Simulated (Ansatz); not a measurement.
Gas-phase electronic energies from Ansatz, PBE0-D4/def2-TZVP geometries. CCSD(T)/CBS adds triple-zeta CCSD(T) − MP2 to the extrapolated MP2 energy (def2 sets, frozen cores). This one scheme is used for every species. Functionals use def2-TZVPP. Elements past krypton have def2 core potentials. For Te outer-core shells are correlated without core-valence functions, which leaves a few kJ/mol of doubt a bond.

Consider the ligand exchange at a B–Te bond: `[TeH]B1CS1` + H–F → `FB1CS1` + H₂Te.

CCSD(T)/CBS gives -0.42 eV.

Problem. Another level gave -0.58 eV. Which?
A. r2SCAN-D4/def2-TZVPP
B. CAM-B3LYP/def2-TZVPP
C. PBE-D4/def2-TZVPP
D. CAM-B3LYP-D4/def2-TZVPP

Solution. A. r2SCAN-D4 -0.58, PBE-D4 -0.48, CAM-B3LYP -0.77, CAM-B3LYP-D4 -0.71 eV.

Largest T1 diagnostic among the species: 0.014.

Leaving LDA and LC-ωPBE aside and taking each functional with its dispersion term where it has one, the values, not all of them listed here, spread over 0.26 eV, from CAM-B3LYP-D4 to revPBE-D4. In def2-TZVPP, CCSD(T) changes the Hartree–Fock value by +0.35 eV (the triples alone add +0.06 eV) and MP2 by +0.50 eV.
